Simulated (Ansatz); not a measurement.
Cartesian coordinates in Å:
```
C 0.358 -2.247 0.074
C 0.369 -1.462 1.146
Si 0.665 0.367 1.107
S 1.166 1.017 -0.888
Si -0.708 1.731 -1.529
Cl -2.190 0.348 -1.265
Cl -1.272 3.432 -0.550
H 0.180 -3.315 0.146
H 0.527 -1.850 -0.923
H 0.194 -1.913 2.122
H 1.832 0.729 1.949
H -0.523 1.123 1.578
H -0.598 2.040 -2.966
```

The species carries charge 0 and has multiplicity 1.

(1) List the PBE0/def2-TZVPP orbital energies in eV (Ansatz 0.2.0). (Estimate.)

Results:

(1) Computed: Occupied: -2767.70, -2767.64, -2422.55, -1805.05, -1803.32, -278.69, -278.44, -259.56, -259.50, -217.95, -197.83, -197.78, -197.70, -197.70, -197.64, -197.64, -161.75, -161.70, -161.61, -147.12, -145.60, -101.82, -101.80, -101.75, -100.31, -100.23, -100.22, -23.87, -23.12, -21.86, -20.62, -16.79, -15.24, -14.34, -13.18, -11.97, -11.82, -11.62, -11.42, -10.16, -10.05, -9.75, -9.41, -9.34, -9.25, -9.04, -8.24, -7.90. Lowest empty: -0.74, -0.23, 0.01, 0.27, 0.54, 1.14, 1.43, 1.68.
